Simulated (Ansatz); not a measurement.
Abridged output of a molecular run in Ansatz:

```
Functional definition: HF
841 factors; integrals over basis functions are off by at most 1.2e-3 eV
mean field evaluation 1: about -11982.5123 eV, gradient 2.7e1 eV
mean field evaluation 2: about -11982.5449 eV, gradient 2.8e1 eV
mean field evaluation 4: about -11984.8332 eV, gradient 3.1e0 eV
mean field evaluation 8: about -11984.8859 eV, gradient 1.7e-1 eV
mean field evaluation 16: about -11984.8437 eV, gradient 5.0e-1 eV
mean field -11984.88618961 eV, -440.4364438204 hartree, gradient 6.3e-6 eV, S^2 0.000000; 0 other end points of the search recorded, 0 dependent functions left out
8 core orbitals not correlated: weight in the atoms' cores, before any rotation towards them, 1.000 or more for the frozen orbitals, at most 0.000 for the correlated occupied ones
reference -11984.88618961 eV, -440.4364438204 hartree; 11, 11 occupied and 66, 66 virtual orbitals, 841 factors
second order -12.00124404 eV of doubles, -0.00000000 eV of singles
cycle   1  -12.93831224 eV  change   -9.4e-1 eV  update   9.0e-2
cycle   2  -13.34350958 eV  change   -4.1e-1 eV  update   2.8e-2
cycle   3  -13.43088999 eV  change   -8.7e-2 eV  update   1.4e-2
cycle   4  -13.42678820 eV  change    4.1e-3 eV  update   4.5e-3
cycle   5  -13.42463727 eV  change    2.2e-3 eV  update   1.8e-3
cycle   6  -13.42466392 eV  change   -2.7e-5 eV  update   7.3e-4
cycle   7  -13.42454306 eV  change    1.2e-4 eV  update   2.4e-4
cycle   8  -13.42453396 eV  change    9.1e-6 eV  update   1.0e-4
cycle   9  -13.42458152 eV  change   -4.8e-5 eV  update   4.1e-5
cycle  10  -13.42457665 eV  change    4.9e-6 eV  update   1.9e-5
perturbative correction -0.27981930 eV, -0.0102831695 hartree
Total energy: -11998.59058555 eV, -440.9400710821 hartree
```

Its atoms:

Z-matrix (Å, degrees):
```
Si
B 1 2.005
F 1 1.607 2 113.3
H 1 1.489 2 109.9 3 119.8
H 1 1.489 2 109.9 3 -119.8
B 2 1.612 1 122.6 3 -0.0
H 2 1.201 1 113.2 3 -180.0
H 6 1.200 2 121.9 1 -88.5
H 6 1.200 2 121.8 1 88.6
```

**Question.** Which basis set was used?
A. def2-QZVPP
B. cc-pV(Q+d)Z
C. def2-TZVPPD
D. def2-SVP

**Answer.** D. It gives 85 functions.

**Question.** Write the keys of the input that set method, charge and spin (a neutral closed shell needs none for the last two).

**Answer.** 
```yaml
correlation: {method: ccsd_t}
```
